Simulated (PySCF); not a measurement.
## NMR parameters of [VO4]3-

[VO4]3-, [O4V]3-, point group Td.

Geometry:
| atom | x (Å) | y (Å) | z (Å) |
| --- | --- | --- | --- |
| V1 | 0.000 | 0.000 | 0.000 |
| O2 | 0.022 | -0.014 | 1.713 |
| O3 | 1.608 | 0.008 | -0.590 |
| O4 | -0.817 | 1.403 | -0.550 |
| O5 | -0.812 | -1.397 | -0.573 |

Total charge -3.

GIAO calculations in PySCF 2.14.0 with density-fitted response routines on the PBE0-D3(BJ)/def2-SVP structure: isolated species, non-relativistic, equivalent atoms averaged; basis pcSseg-1 (pcSseg-2 on V).

Q: Give the isotropic shieldings (ppm) with B3LYP, PBE, PBE0.

A: 
```csv
atoms,environment,B3LYP,PBE,PBE0
V1,V bonded to 4 O,-1510,-1372,-1490
O2/O3/O4/O5,oxygen bonded to V,-334.1,-299.0,-310.8
HOMO–LUMO gap (eV),–,4.04,2.41,4.62
```

Q: And the chemical shifts, against references computed in the same way?

A: 
```tsv
atoms	nucleus, reference	B3LYP	PBE	PBE0
V1	51V, VOCl3	-589	-444	-597
O2/O3/O4/O5	17O, H2O	668.1	633.6	645.3
```

Q: Which part of the shielding of V1 depends on the functional?

A: Diamagnetic: B3LYP 1708, PBE 1710, PBE0 1708 ppm; paramagnetic: B3LYP -3219, PBE -3082, PBE0 -3198 ppm. The diamagnetic part, set mainly by inner electrons, hardly moves; the paramagnetic part goes with low-lying magnetically allowed excitations and carries the spread.

Q: What couplings does PBE/pcJ-1 (pcSseg-1 on V) give?

A: 2J(O2,O3) = 2.5 Hz (averaged over equivalent pairs; isotopes 17O).

The ion is multiply charged and has no counter-ions or solvent here.

Unscaled 17O shifts of doubly bonded oxygen tend to come out too high, by tens of ppm or more. Experimental scales use liquid or dissolved standards, which lie at an offset from isolated H2O (liquid H2O: subtract about 36 ppm).
